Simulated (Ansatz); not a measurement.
Consider the cleavage of the Si–Ge bond: `[F][GeH2][SiH2][SiH3]` + `[CH2]1[NH][AlH]1` → `[SiH3][SiH2][N]1[CH2][AlH]1` + `[F][GeH3]`.

Calculated with Ansatz (gas phase, PBE0-D4/def2-TZVP geometries, no zero-point term in ΔE). CCSD(T)/CBS is the MP2 limit (def2-TZVPP, def2-QZVPP) plus CCSD(T) − MP2 in def2-TZVPP, frozen cores. DFT in def2-TZVPP. B3LYP here is the variant with VWN-RPA as its local correlation; programs differ in this. For Ge outer-core shells are correlated without core-valence functions, which leaves a few kJ/mol of doubt a bond. Scalar relativity is left out up to krypton. One conformer a species, not always the lowest.

```csv
level,ΔE (kJ/mol)
PBE-D4,-30.8
B3LYP-D4,-46.8
PBE,-27.7
r2SCAN,-40.9
MP2/def2-TZVPP,-56.4
CCSD/def2-TZVPP,-50.1
CCSD(T)/def2-TZVPP,-49.4
SCS-MP2/def2-QZVPP,-57.4
```

Q: What does CCSD(T)/CBS give? (Estimate.)

A: Computed: -46.5 kJ/mol. The listed levels differ from it by 15.7, -0.3, 18.8, 5.6, -9.9, -3.6, -2.9, -10.9 kJ/mol.

Largest T1 diagnostic among the species: 0.015.

From PBE to PBE0 (25 % exact exchange), in def2-TZVPP and without D4, ΔE moves by −6.0 kJ/mol. The D4 term adds −4.9 kJ/mol with B3LYP and −2.8 kJ/mol with PBE0; it sums over pairs of atoms, weighted by their polarisabilities, and B3LYP, whose exchange is more repulsive, gets the larger term. In def2-TZVPP, CCSD(T) changes the Hartree–Fock value by +12.8 kJ/mol (the triples alone add +0.6 kJ/mol) and MP2 by +5.8 kJ/mol.
